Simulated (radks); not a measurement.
Question: The mean radii <r> (bohr) of the occupied orbitals of an atom or ion are listed with their occupations. Method: scalar-relativistic Kohn-Sham, LDA (Slater exchange, Perdew-Wang correlation), spin-polarised, spherical densities, point nucleus; computed with a radial shooting solver on a logarithmic mesh with Libxc functionals.

orbital  occ.      <r>
1s up       1  0.01744
1s down     1  0.01744
2s up       1  0.07364
2s down     1  0.07364
2p up       3  0.06626
2p down     3  0.06626
3s up       1   0.1906
3s down     1   0.1906
3p up       3   0.1914
3p down     3   0.1914
3d up       5   0.1733
3d down     5   0.1733
4s up       1   0.4236
4s down     1   0.4236
4p up       3   0.4509
4p down     3   0.4508
4d up       5   0.4788
4d down     5   0.4786
5s up       1   0.9780
5s down     1   0.9752
4f up       7   0.5360
4f down     7   0.5344
5p up       3    1.135
5p down     3    1.131
5d up       5    1.704
6s up       1    2.837
5d down     2    1.748
6s down     1    2.947

Name the element and its charge. Open shells, if any, are filled with parallel spins first.

Answer: Z = 77, iridium, charge 0: Ir in [Xe] 4f14 5d7 6s2. The 1s radius gives Z: for a bare nucleus <r> = (2 gamma + 1)/(2Z) with gamma = sqrt(1 - (Z/c)^2), 0.01724 bohr for Z = 77, and screening makes it slightly larger (0.01744 here). The occupations add up to 77, and the charge is Z minus that.
